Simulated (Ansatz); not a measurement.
CH8Si2, triplet, at the geometry of the source list (a higher spin typed on purpose: for a closed-shell molecule this is an excited state); HF/def2-SV(P) in Ansatz (a first-principles code).

Here is a job for Ansatz.
Ansatz 0.2 input:
```yaml
crystal:
  periodic: [false, false, false]
  atoms:
    - {symbol: Si, position_ang: [1.44550000, 0.72650000, 0.01360000]}
    - {symbol: C, position_ang: [0.23090000, -0.72850000, -0.12920000]}
    - {symbol: Si, position_ang: [-1.59710000, -0.24800000, 0.07130000]}
    - {symbol: H, position_ang: [2.82320000, 0.25020000, -0.15520000]}
    - {symbol: H, position_ang: [1.15270000, 1.71520000, -1.02630000]}
    - {symbol: H, position_ang: [1.31490000, 1.34820000, 1.33300000]}
    - {symbol: H, position_ang: [0.48530000, -1.47850000, 0.62030000]}
    - {symbol: H, position_ang: [0.36710000, -1.21120000, -1.09740000]}
    - {symbol: H, position_ang: [-1.96900000, 0.71540000, -0.96690000]}
    - {symbol: H, position_ang: [-1.80660000, 0.34830000, 1.39230000]}
    - {symbol: H, position_ang: [-2.44690000, -1.43760000, -0.05530000]}
basis:
  gaussian:
    orbitals: def2-SV_P_.json
hamiltonian:
  xc: hf
magnetization: {spin_polarized: true, initial_magnetization: 2}
```
The basis file holds def2-SV(P) in the JSON format of the Basis Set Exchange.

It wrote (shortened):

```
Functional definition: HF
732 factors; integrals over basis functions are off by at most 8.3e-4 eV
mean field evaluation 1: about -16864.2674 eV, gradient 1.5e1 eV
mean field evaluation 2: about -16864.2673 eV, gradient 1.5e1 eV
mean field evaluation 4: about -16866.7062 eV, gradient 2.8e0 eV
mean field evaluation 8: about -16867.0346 eV, gradient 1.6e-1 eV
mean field evaluation 16: about -16867.0358 eV, gradient 1.2e-2 eV
mean field evaluation 32: about -16867.0471 eV, gradient 1.1e-2 eV
mean field evaluation 64: about -16867.0471 eV, gradient 8.8e-4 eV
mean field evaluation 96: about -16867.0471 eV, gradient 5.1e-4 eV
mean field evaluation 128: about -16866.9555 eV, gradient 4.1e-1 eV
mean field evaluation 160: about -16866.7647 eV, gradient 5.8e-1 eV
mean field evaluation 192: about -16866.6827 eV, gradient 1.3e0 eV
mean field evaluation 224: about -16865.9375 eV, gradient 1.3e0 eV
mean field evaluation 256: about -16865.7812 eV, gradient 2.0e-1 eV
mean field evaluation 288: about -16864.7667 eV, gradient 1.1e1 eV
mean field evaluation 320: about -16865.8610 eV, gradient 6.5e-1 eV
mean field evaluation 352: about -16867.0359 eV, gradient 2.1e-5 eV
mean field -16867.04713565 eV, -619.8525493398 hartree, gradient 9.2e-6 eV, S^2 2.015743; 3 other end points of the search recorded, 0 dependent functions left out
reference -16867.04713565 eV, -619.8525493398 hartree; 22, 20 occupied and 44, 46 virtual orbitals, 732 factors
Total energy: -16867.04713565 eV, -619.8525493398 hartree
```
